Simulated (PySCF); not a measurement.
# Assignment exercise: C3H8N2OSi

Geometry (Å), atoms numbered from 1 in this order:
```xyz
15

C    -2.689    0.168    0.136
C    -1.432   -0.630   -0.104
O    -1.415   -1.805   -0.409
N    -0.261    0.031    0.027
Si    1.183   -0.897   -0.266
C     2.527    0.419    0.009
N     2.199    1.591    0.327
H    -2.775    0.945   -0.620
H    -2.650    0.640    1.115
H    -3.555   -0.485    0.080
H    -0.241    1.009    0.276
H     1.237   -1.369   -1.648
H     1.330   -1.969    0.715
H     3.573    0.107   -0.122
H     2.965    2.254    0.462
```

Computed data (PySCF 2.14): structure optimised with GFN2-xTB, shielding tensors at PBE0/pcSseg-1 (GIAO). Relativity neglected, equivalent nuclei averaged, a single conformation, isolated molecule.

References, each an isolated molecule treated in the same way: TMS for 13C, 1H.

Task: Assign these signals to the numbered atoms. 13C{1H} NMR (computed): δ 191.9, 178.5, 24.0.

Result: 
| δ (ppm) | atoms | environment | reason |
| --- | --- | --- | --- |
| 191.9 | C6 | carbon bonded to N, Si, H | – |
| 178.5 | C2 | carbon bonded to C, N, O | – |
| 24.0 | C1 | carbon bonded to C, 3 H | – |

Task: Assign these signals to the numbered atoms. 1H NMR (300 MHz, computed): δ 12.73 (br s, 1H), 9.31 (t, 1H), 5.37 (br s, 1H), 5.04 (d, 2H), 2.04 (s, 3H).

Result: 
| δ (ppm) | atoms | environment | reason |
| --- | --- | --- | --- |
| 12.73 | H15 | hydrogen on a nitrogen bonded to C | – |
| 9.31 | H14 | hydrogen on a carbon bonded to N, Si | – |
| 5.37 | H11 | hydrogen on a nitrogen bonded to C, Si | – |
| 5.04 | H12/H13 | hydrogen on a silicon bonded to C, N | – |
| 2.04 | H8/H9/H10 | hydrogen on a carbon bonded to C | – |

OH and NH positions are those of a molecule without intermolecular hydrogen bonds; in solution they move with solvent, concentration and temperature, and exchange usually removes their couplings. Shifts are as computed. Against solution values, carbons near 30 ppm lie about +3 ppm off and those near 130 ppm about +5 ppm. Of 1309 compounds with measured shifts, 239 miss one by over three times the rms of a fit or turn the order of signals round; such compounds aren't used in these exercises. No couplings were computed; multiplicities are counted from neighbouring protons, with m where these are inequivalent, close in shift, in a saturated or five-membered ring or joined by F or P, and br s for small geminal =CH2 splittings.
